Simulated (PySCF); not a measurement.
# Correlation energy of Se (selenium, neutral)

[Ar] 3d10 4s1 4p4 5s1, high-spin 5P determinant (an excited configuration). All numbers are calculated (PySCF 2.14, a scalar-relativistic core potential, in aug-cc-pVTZ-PP with ECP10MDF (6s5p4d2f, 55 functions)). Frozen: 3s2 3p6 3d10; 6 electrons correlated.

| level | correlation energy (mhartree) |
| --- | --- |
| CCSD | -123.28 |
| (T) | -16.41 |
| CCSD(T) | -139.69 |

Diagnostics: T1 = 0.028, D1 = 0.0829, largest double amplitude 0.385.

The outer electron is Rydberg-like, and this basis confines it to a smaller radius and binds it less than a complete one would. A double-excitation amplitude exceeds 0.15, a sign of near-degeneracy.

Cost of the coupled-cluster step: roughly 1.8 core-seconds, for 6 correlated electrons.

Iterations:

```
CC2 = 0
CCSD nocc = (np.int64(5), np.int64(1)), nmo = (46, 46)
frozen orbitals [[0, 1, 2, 3, 4, 5, 6, 7, 8], [0, 1, 2, 3, 4, 5, 6, 7, 8]]
max_cycle = 100
direct = 0
conv_tol = 1e-08
conv_tol_normt = 1e-06
diis_space = 8
diis_start_cycle = 0
Init t2, MP2 energy = -0.0930278129738673
Init E_corr(UCCSD) = -0.0930278129743808
cycle = 1  E_corr(UCCSD) = -0.11830159865227  dE = -0.0252737857  norm(t1,t2) = 0.506052
cycle = 2  E_corr(UCCSD) = -0.151254850640646  dE = -0.032953252  norm(t1,t2) = 1.46625
cycle = 3  E_corr(UCCSD) = -0.10706941017737  dE = 0.0441854405  norm(t1,t2) = 3.86065
cycle = 4  E_corr(UCCSD) = -0.115126678957671  dE = -0.00805726878  norm(t1,t2) = 0.396876
cycle = 5  E_corr(UCCSD) = -0.122081915956738  dE = -0.006955237  norm(t1,t2) = 0.187272
cycle = 6  E_corr(UCCSD) = -0.121520399980571  dE = 0.000561515976  norm(t1,t2) = 0.153013
cycle = 7  E_corr(UCCSD) = -0.122394587120676  dE = -0.00087418714  norm(t1,t2) = 0.0576462
cycle = 8  E_corr(UCCSD) = -0.122448136429515  dE = -5.35493088e-05  norm(t1,t2) = 0.0627789
cycle = 9  E_corr(UCCSD) = -0.12313946338093  dE = -0.000691326951  norm(t1,t2) = 0.0148955
cycle = 10  E_corr(UCCSD) = -0.123125935059784  dE = 1.35283211e-05  norm(t1,t2) = 0.020585
cycle = 11  E_corr(UCCSD) = -0.123293249357246  dE = -0.000167314297  norm(t1,t2) = 0.00506181
cycle = 12  E_corr(UCCSD) = -0.123275748969525  dE = 1.75003877e-05  norm(t1,t2) = 0.000479947
cycle = 13  E_corr(UCCSD) = -0.123278172717586  dE = -2.42374806e-06  norm(t1,t2) = 0.000271386
cycle = 14  E_corr(UCCSD) = -0.12327641867384  dE = 1.75404375e-06  norm(t1,t2) = 0.000128276
cycle = 15  E_corr(UCCSD) = -0.123276684181801  dE = -2.65507962e-07  norm(t1,t2) = 5.61238e-05
cycle = 16  E_corr(UCCSD) = -0.123276780143719  dE = -9.59619171e-08  norm(t1,t2) = 2.07501e-05
cycle = 17  E_corr(UCCSD) = -0.123276765149389  dE = 1.49943292e-08  norm(t1,t2) = 7.37292e-06
cycle = 18  E_corr(UCCSD) = -0.123276821318145  dE = -5.61687559e-08  norm(t1,t2) = 3.53252e-06
cycle = 19  E_corr(UCCSD) = -0.123277045356005  dE = -2.2403786e-07  norm(t1,t2) = 1.69955e-06
cycle = 20  E_corr(UCCSD) = -0.123277065769474  dE = -2.0413469e-08  norm(t1,t2) = 8.3343e-07
cycle = 21  E_corr(UCCSD) = -0.123277066395406  dE = -6.25931418e-10  norm(t1,t2) = 5.49002e-07
UCCSD converged
E(UCCSD) = -371.3937488887501  E_corr = -0.1232770663954059
UCCSD(T) correction = -0.0164110236242287
```
